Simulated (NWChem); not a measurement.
Species: fluoroethane (C$_{2}$H$_{5}$F); SMILES CCF

```xyz
8

C      0.2732    -1.1755     0.0000
C     -0.5421     0.0914     0.0000
F      0.2829     1.1906     0.0000
H     -0.3845    -2.0581     0.0000
H      0.9163    -1.2235    -0.8914
H      0.9163    -1.2235     0.8914
H     -1.1904     0.1470     0.8925
H     -1.1904     0.1470    -0.8925
```
Atoms are numbered in this order, from 1.

Computed with NWChem. Pople sets run with spherical d functions. Coordinates come from a PBE0/def2-SVP optimisation. B3LYP is NWChem's, with the RPA form of VWN correlation.

Question: Taking B3LYP/aug-cc-pVTZ as the yardstick, which of these has the fewest basis functions while keeping “highest occupied level (eV)” within 0.1 eV of it: B3LYP/3-21G; B3LYP/STO-3G; B3LYP/6-31+G*; B3LYP/6-311++G**; B3LYP/6-31G*; B3LYP/def2-SVP; B3LYP/def2-TZVP; B3LYP/def2-SVPD?

Answer: B3LYP/6-31+G* (a larger set in the list lies outside the tolerance).
| level | basis functions | highest occupied level (eV) |
|---|---|---|
| B3LYP/STO-3G | 20 | -4.71 |
| B3LYP/3-21G | 37 | -8.29 |
| B3LYP/6-31G* | 52 | -8.70 |
| B3LYP/6-31+G* | 64 | -9.15 |
| B3LYP/def2-SVP | 67 | -8.86 |
| B3LYP/6-311++G** | 101 | -9.17 |
| B3LYP/def2-SVPD | 103 | -9.18 |
| B3LYP/def2-TZVP | 123 | -9.10 |
| B3LYP/aug-cc-pVTZ | 253 | -9.14 |

The yardstick is one finite set, not the basis-set limit.
